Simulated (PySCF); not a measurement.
# Shapes and spin states of HIrN

Level of theory: PBE0/[Ir def2-TZVP with ECP60, N def2-TZVP, H def2-TZVP], scalar-relativistic core potentials, density fitting, no spin–orbit coupling, PySCF.

Relaxations began from a few typed shapes and spin states; open shells are unrestricted. The search is not exhaustive: other isomers or separated fragments can lie lower, and high-lying points may rest on an excited occupation.

Problem. Order these stationary points by electronic energy, lowest first, in kJ/mol from the lowest minimum.
A. quartet C∞v: Ir–H 1.772 Å, Ir–N 1.704 Å; H–Ir–N 180.0°
B. doublet C∞v: Ir–H 1.818 Å, Ir–N 1.615 Å; H–Ir–N 180.0°
C. quartet Cs: Ir–H 1.576 Å, Ir–N 1.709 Å; H–Ir–N 105.9°
D. sextet C∞v: Ir–H 1.631 Å, Ir–N 1.896 Å; H–Ir–N 180.0°
E. doublet Cs: Ir–H 1.582 Å, Ir–N 1.624 Å; H–Ir–N 106.1°
F. sextet Cs: Ir–H 1.626 Å, Ir–N 1.927 Å; H–Ir–N 155.3°

Solution. E (0.0), C (84.4), B (142.9), A (241.6), F (303.0), D (305.4).

Problem. Which of them are minima?

Solution. By energy in kJ/mol, 0.0: minimum; 84.4: minimum; 142.9: saddle point, 2 imaginary modes; 241.6: saddle point, 1 imaginary mode; 303.0: minimum; 305.4: saddle point, 2 imaginary modes.

For the lowest minimum: open d and f shells are described by one determinant, and the ground state may have another occupation or spin. No spin–orbit coupling is included, which matters more the heavier the element.

The electron or spin density has lower symmetry than the nuclear frame for the quartet C∞v at 241.6 kJ/mol.
